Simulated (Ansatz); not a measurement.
A CCSD(T) single point on `[CH3][In]([SH])[SiH2]O`.

```yaml
crystal:
  periodic: [false, false, false]
  atoms:
    - {symbol: C, position_ang: [-1.614778, 1.659357, -0.809435]}
    - {symbol: In, position_ang: [-0.065239, 0.299211, -0.210239]}
    - {symbol: S, position_ang: [2.030264, 0.657947, -1.368683]}
    - {symbol: Si, position_ang: [0.255438, -1.696025, 1.387461]}
    - {symbol: O, position_ang: [1.860005, -2.058584, 1.553176]}
    - {symbol: H, position_ang: [-1.291716, 2.681049, -0.602094]}
    - {symbol: H, position_ang: [-1.780470, 1.562109, -1.883842]}
    - {symbol: H, position_ang: [-2.548664, 1.464842, -0.283249]}
    - {symbol: H, position_ang: [1.574039, 1.644540, -2.156731]}
    - {symbol: H, position_ang: [-0.517054, -2.867051, 0.874395]}
    - {symbol: H, position_ang: [-0.239155, -1.410083, 2.758828]}
    - {symbol: H, position_ang: [2.414232, -1.992510, 0.774315]}
basis:
  gaussian: {orbitals: def2-TZVPP}
correlation: {method: ccsd_t}
```

```sh
$ ansatz run in.yaml --threads 2 --pin off --events-out ev --progress --plain --max-ram 32768MiB --backend cuda --devices 0, --max-vram 18GiB
```

The program prints (abridged):

```
Functional definition: HF
1886 factors; integrals over basis functions are off by at most 1.1e-3 eV
mean field evaluation 1: about -27005.8236 eV, gradient 4.6e1 eV
mean field evaluation 2: about -27005.9813 eV, gradient 4.6e1 eV
mean field evaluation 4: about -27010.8978 eV, gradient 4.3e0 eV
mean field evaluation 8: about -27010.9858 eV, gradient 3.5e-1 eV
mean field evaluation 16: about -27010.9865 eV, gradient 1.5e-6 eV
mean field -27010.98650867 eV, -992.6354454893 hartree, gradient 1.5e-6 eV, S^2 0.000000; 0 other end points of the search recorded, 0 dependent functions left out
16 core orbitals not correlated: weight in the atoms' cores, before any rotation towards them, 1.000 or more for the frozen orbitals, at most 0.000 for the correlated occupied ones
reference -27010.98650867 eV, -992.6354454893 hartree; 20, 20 occupied and 258, 258 virtual orbitals, 1886 factors
second order -27.55008781 eV of doubles, -0.00000000 eV of singles
cycle   1  -27.92537542 eV  change   -3.8e-1 eV  update   1.2e-1
cycle   2  -28.61142475 eV  change   -6.9e-1 eV  update   3.4e-2
cycle   3  -28.74718856 eV  change   -1.4e-1 eV  update   1.9e-2
cycle   4  -28.73580700 eV  change    1.1e-2 eV  update   5.0e-3
cycle   5  -28.73198785 eV  change    3.8e-3 eV  update   2.5e-3
cycle   6  -28.73254775 eV  change   -5.6e-4 eV  update   8.4e-4
cycle   7  -28.73225710 eV  change    2.9e-4 eV  update   3.4e-4
cycle   8  -28.73213740 eV  change    1.2e-4 eV  update   1.4e-4
cycle   9  -28.73220916 eV  change   -7.2e-5 eV  update   5.5e-5
cycle  10  -28.73222513 eV  change   -1.6e-5 eV  update   2.0e-5
perturbative correction -1.07801946 eV, -0.0396164844 hartree
Total energy: -27040.79675326 eV, -993.7309517721 hartree
```

Run time 7 s (2 threads of an AMD EPYC 7R13 on a shared host and a share of an NVIDIA H100 80 GB); peak host memory 0.85 GiB.

The correlation energy is -29.810 eV, 3.6 % of it from (T); the T1 diagnostic reads 0.0131.
